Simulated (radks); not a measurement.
Values are calculated unless marked as measured or tabulated.
Numerical settings for the cobalt ion Co8+, [Ar] 3d1. Level of theory: non-relativistic Kohn-Sham, LDA (Slater exchange, Perdew-Wang correlation), spin-polarised, spherical densities, point nucleus; open shells are filled with parallel spins first (a radial shooting solver on a logarithmic mesh with Libxc functionals). The defaults (mesh step 0.008 in ln r, mesh end at 40 bohr or more with all orbitals vanishing there, Anderson mixing 0.5 over 9 steps, residual threshold near 1e-9 with the energy settled to 1e-9 hartree or 1e-11 of itself, here a cap of 58 iterations) give E = -1358.6382 hartree and 3d at -172.25 eV in 14 iterations. Times are rough (one thread of a shared host). Changes against that run (0 stands for a change within the tolerance of the run):

| setting | iterations | converged | E (mhartree) | e(3d) (meV) | CPU (s) |
|---|---|---|---|---|---|
| mesh step in ln r 0.03 | 14 | yes | +0.00016 | 0 | 0.05 |
| mesh step in ln r 0.012 | 14 | yes | 0 | 0 | 0.1 |
| mesh step in ln r 0.05 | 14 | yes | +0.00303 | -0.00532 | 0.04 |
| mesh end (bohr) 3 | 14 | yes | +0.211 | +7.65 | 0.13 |
| mesh end (bohr) 8 | 14 | yes | 0 | 0 | 0.14 |
| residual threshold 1e-16 | 58 | no | 0 | 0 | 0.35 |
| residual threshold 0.1 | 8 | yes | 0 | +2.26 | 0.1 |
| mixing 0.05 | 17 | yes | 0 | 0 | 0.17 |
| linear mixing, mixing 0.05 | 58 | no | +2.79 | -3.18e+03 | 0.49 |
| linear mixing, mixing 0.8 | 14 | yes | 0 | 0 | 0.13 |
| mixing history 20 | 17 | yes | 0 | 0 | 0.16 |
| iteration cap 2 | 2 | no | +2.61e+03 | -8.12e+04 | 0.02 |

No run marked as converged misses the energy by more than 1 mhartree. A mesh that ends early acts as a hard wall.
